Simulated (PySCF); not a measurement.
C5H5Cl, SMILES C=C=C/C=C/Cl. Atoms are numbered in the order given.

```xyz
11

C     -0.9121    -3.1009     0.0000
C      0.0659    -2.2325     0.0000
C      1.0532    -1.3533     0.0000
C      0.9286     0.1059     0.0000
C     -0.2361     0.7780     0.0000
Cl    -0.3203     2.5039     0.0000
H     -1.3396    -3.4832     0.9362
H     -1.3396    -3.4832    -0.9362
H      2.0786    -1.7469     0.0000
H      1.8632     0.6755     0.0000
H     -1.2148     0.2887     0.0000
```
Charge 0, spin multiplicity 1.

Geometry optimised at r2SCAN-D4/def2-SVP. The structure was generated by enumeration; whether it is a known compound was not checked. Other conformers were not sampled.

All values below come from TDDFT-CAM-B3LYP/def2-SVPD (PySCF).

Vertical excitations. Gas-phase values at a fixed geometry. State labels are in the subgroup Cs.

```tsv
state	symmetry	energy (eV)	λ (nm)	f	main pairs
S1	A'	4.99	249	0.466	HOMO→LUMO 99 %
S2	A"	5.17	240	0.000	HOMO→LUMO+1 72 %, HOMO−1→LUMO 13 %
S3	A"	5.42	229	0.000	HOMO−1→LUMO 81 %, HOMO→LUMO+1 13 %
S4	A"	6.17	201	0.000	HOMO→LUMO+2 56 %, HOMO→LUMO+3 20 %
S5	A"	6.64	187	0.001	HOMO→LUMO+3 59 %, HOMO→LUMO+2 25 %
S6	A"	6.79	183	0.000	HOMO−3→LUMO 92 %
S7	A"	7.06	176	0.002	HOMO→LUMO+4 80 %
S8	A'	7.11	174	0.022	HOMO−2→LUMO 85 %
S9	A"	7.26	171	0.000	HOMO→LUMO+5 66 %, HOMO→LUMO+7 12 %
S10	A'	7.46	166	0.177	HOMO−1→LUMO+1 64 %, HOMO→LUMO+6 25 %
T1	A'	2.83	439	0	HOMO→LUMO 93 %
T2	A'	4.65	266	0	HOMO−1→LUMO+1 67 %
T3	A"	4.89	254	0	HOMO→LUMO+1 66 %, HOMO−1→LUMO 15 %
T4	A'	4.96	250	0	HOMO−2→LUMO 48 %, HOMO→LUMO+6 29 %, HOMO−4→LUMO 7 %
```
Triplets are in the Tamm–Dancoff approximation, which puts them higher than full response would, so one can lie above its singlet here.
